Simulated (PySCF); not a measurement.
# TlP: energy against distance

Set-up: PySCF, scalar-relativistic core potentials, basis sets Tl def2-SVP with ECP60, P def2-SVP. Energies in eV from Tl + P in their ground configurations at the same level. All curves are PBE0. state 1: ³Σ⁻ (triplet), unpaired electrons π ↑↑; state 2: Ms = 0 determinant of mixed spin (⟨S²⟩ near 1.0), unpaired electrons π ↑↓, a mixture of terms (⟨Lz²⟩ = 2.0), a second solution, started from another occupation; state 3: ³Π (triplet), unpaired electrons σ ↑, π ↑, a second solution, started from another occupation; state 4: Ms = 0 determinant of mixed spin (⟨S²⟩ near 1.0), unpaired electrons σ ↓, π ↑, a second solution, started from another occupation.

```json
{"R (Å)": "2.359", "state 1": "-1.203", "state 2": "-0.872", "state 3": "-1.331", "state 4": "-1.111"}
{"R (Å)": "2.469", "state 1": "-1.541", "state 2": "-1.209", "state 3": "-1.445", "state 4": "-1.209"}
{"R (Å)": "2.578", "state 1": "-1.726", "state 2": "-1.392", "state 3": "-1.453", "state 4": "-1.202"}
{"R (Å)": "2.661", "state 1": "-1.791", "state 2": "-1.454", "state 3": "-1.413", "state 4": "-1.151"}
{"R (Å)": "2.743", "state 1": "-1.808", "state 2": "-1.469", "state 3": "-1.344", "state 4": "-1.074"}
{"R (Å)": "2.825", "state 1": "-1.788", "state 2": "-1.447", "state 3": "-1.256", "state 4": "-0.977"}
{"R (Å)": "2.935", "state 1": "-1.720", "state 2": "-1.374", "state 3": "-1.121", "state 4": "-0.829"}
{"R (Å)": "3.072", "state 1": "-1.590", "state 2": "-1.237", "state 3": "-0.942", "state 4": "-0.629"}
{"R (Å)": "3.237", "state 1": "-1.399", "state 2": "-1.034", "state 3": "-0.740", "state 4": "-0.386"}
{"R (Å)": "3.456", "state 1": "-1.126", "state 2": "-0.737", "state 3": "-0.520", "state 4": "-0.095"}
```

Q: Put a parabola through the three lowest points of the state 1 curve and estimate Re, k and ωe (reduced mass 26.91 u; 1 eV/Å² = 0.16022 mdyn/Å; ωe = 1302.8·√(k/μ) cm⁻¹).

A: Through R = 2.661, 2.743, 2.825 Å the second-order coefficient is 2.75 eV/Å², so Re ≈ 2.740 Å, k ≈ 0.882 mdyn/Å and ωe ≈ 236 cm⁻¹. A polynomial fit of higher order to the unrounded PBE0 energies gives Re = 2.736 Å, k = 0.881 mdyn/Å, ωe = 236 cm⁻¹; anharmonicity and rounding make the difference.

The higher-order fit for each curve: state 1: Re = 2.736 Å, ωe = 236 cm⁻¹, De = 1.81 eV; state 2: Re = 2.731 Å, ωe = 239 cm⁻¹, minimum 1.47 eV below the ground-state fragments; state 3: Re = 2.533 Å, ωe = 262 cm⁻¹, minimum 1.46 eV below the ground-state fragments; state 4: Re = 2.513 Å, ωe = 270 cm⁻¹, minimum 1.22 eV below the ground-state fragments.

⟨S²⟩ of the unrestricted solution departs from its pure value on part of the curve, where spin states mix. Spin–orbit coupling is left out, which matters for elements this heavy, above all for dissociation energies. The state was picked by a PBE0 search and need not be the measured ground state.
